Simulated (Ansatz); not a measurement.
`CC(C)O[SiH3]` + `[SiH2]` → `CC(C)[SiH]` + silanol  (formal exchange of groups at a C–O bond)

Isolated molecules relaxed with PBE0-D4/def2-TZVP in Ansatz; ΔE leaves out vibrations. CCSD(T)/CBS adds triple-zeta CCSD(T) − MP2 to the extrapolated MP2 energy (def2 sets, frozen cores). This one scheme is used for every species. DFT in def2-TZVPP. Each species was taken in one conformer, which may not be the lowest.

```csv
level,ΔE (kJ/mol)
BLYP-D4,-49.7
HF/def2-SVP,0.6
```

Task: What does CCSD(T)/CBS give? (Estimate.)

Result: The calculation gave: -54.7 kJ/mol. The listed levels differ from it by 5.0, 55.3 kJ/mol.

Largest T1 diagnostic among the species: 0.014.

In def2-TZVPP, CCSD(T) changes the Hartree–Fock value by −34.9 kJ/mol (the triples alone add −6.4 kJ/mol) and MP2 by −50.9 kJ/mol. From BLYP to BHLYP (50 % exact exchange), in def2-TZVPP and without D4, ΔE moves by +9.8 kJ/mol.
